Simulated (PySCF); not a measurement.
Si(H)(Br)(Me)2 (C₂H₇BrSi), SMILES C[SiH](C)Br. Coordinates come from a PBE-D3(BJ)/def2-SVP optimisation.

Computed equilibrium geometry at PBE-D3(BJ)/def2-SVP (PySCF confirms it by a frequency run) as a Z-matrix, and its point group:
point group Cs.
```
Si
H 1 1.5039
C 1 1.8806 2 110.63
H 3 1.1079 1 110.98 2 57.48
H 3 1.1085 4 108.28 1 -121.63
H 3 1.1102 4 108.35 5 -117.38
C 1 1.8806 2 110.63 3 -125.11
H 7 1.1079 1 110.98 2 -57.48
H 7 1.1085 8 108.28 1 121.63
H 7 1.1102 8 108.35 9 117.38
Br 1 2.2622 2 106.31 3 117.44
```
Charge 0, spin multiplicity 1.
